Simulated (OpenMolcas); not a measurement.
**Hf: thermal populations, the spin-orbit constant, worked from levels**

- Program: OpenMolcas 26.06
- Basis: ANO-RCC-VQZP [9s8p6d4f3g2h]
- Scalar Hamiltonian: DKH2, point nucleus
- Active space: 4 electrons in 11 orbitals (5d 6s 6d)
- State averaging: 2S+1 = 3 even, 35 roots (30 in the spin-orbit step); 2S+1 = 5 even, 10 roots kept (CI in the orbitals of an earlier block); 2S+1 = 1 even, 14 roots kept (CI in the orbitals of an earlier block)
- Spin-orbit coupling: RASSI with atomic mean-field integrals over the reference wave functions, term energies averaged over their components

Methods: CASSCF; SS-CASPT2, IPEA 0.25 Eh, imaginary shift 0.1 Eh (closed shells correlated: 5s 5p). Measured levels: NIST Handbook of Basic Atomic Spectroscopic Data.

**Thermal populations.** Z = Σ (2J + 1) exp(-E/kT) with k = 0.695035 cm-1/K, over the levels below. No other level of either list lies under 5470 cm-1, which is above 7 kT at each temperature.

| Level | 2J + 1 | SS-CASPT2 | measured |
| --- | --- | --- | --- |
| 5d² 6s² ³F₂ | 5 | 0.0 | 0.0 |
| 5d² 6s² ³F₃ | 7 | 2700 | 2357 |
| 5d² 6s² ³F₄ | 9 | 5190 | 4568 |

| T (K) | Z, SS-CASPT2 | Z, measured levels | Ground level (%), SS-CASPT2 | Ground level (%), measured levels |
| --- | --- | --- | --- | --- |
| 1000 | 5.149 | 5.248 | 97.1 | 95.3 |

At 1000 K, kT = 695 cm-1, and the computed levels give Z = 5.000 + 0.144 + 0.005 = 5.149.

**The spin-orbit constant.** For the Hund term ³F of d2, E(J) = (A/2) J(J+1) + constant and ζ = 2S·A = 2A. From J = 2 to J = 4 the energy changes by 7 A.

| Source | E(4) - E(2) | A | ζ |
| --- | --- | --- | --- |
| CASSCF | 5146.4 | 735.2 | 1470 |
| SS-CASPT2 | 5192.3 | 741.8 | 1484 |
| measured | 4567.6 | 652.5 | 1305 |

All in cm-1. SS-CASPT2 is off by +13.7 % and CASSCF by +12.7 %. Both methods take the spin-orbit matrix elements from the reference wave functions, so the second can move ζ only through the term energies and any multistate remixing. Second-order mixing with other terms is absorbed into this ζ.

CASPT2 breaks the degeneracy within a term, and the mean is taken; among the terms shown or strongly mixed into the levels shown the widest spread is 600 cm-1 (5d² 6s² ³F, SS-CASPT2). Some high roots are left out of the spin-orbit mixing, which shifts the levels that they would mix with. Active for correlation alone: 6d; no level in the range computed is led by a configuration that fills it, so any true level of that kind is missing. Without dynamic correlation excited terms often stand tens of per cent too high (terms of higher spin than the ground term too low), and those without a measured partner can miss by more than the paired ones (holds for CASSCF). Measured partners are found by configuration, term and J. A level has none where our copy of the source lacks it or the pairing is in doubt (some pairs that miss far off the trend of their configuration count as doubtful), and it then counts in no deviation. Levels of configurations outside the active space are missing.
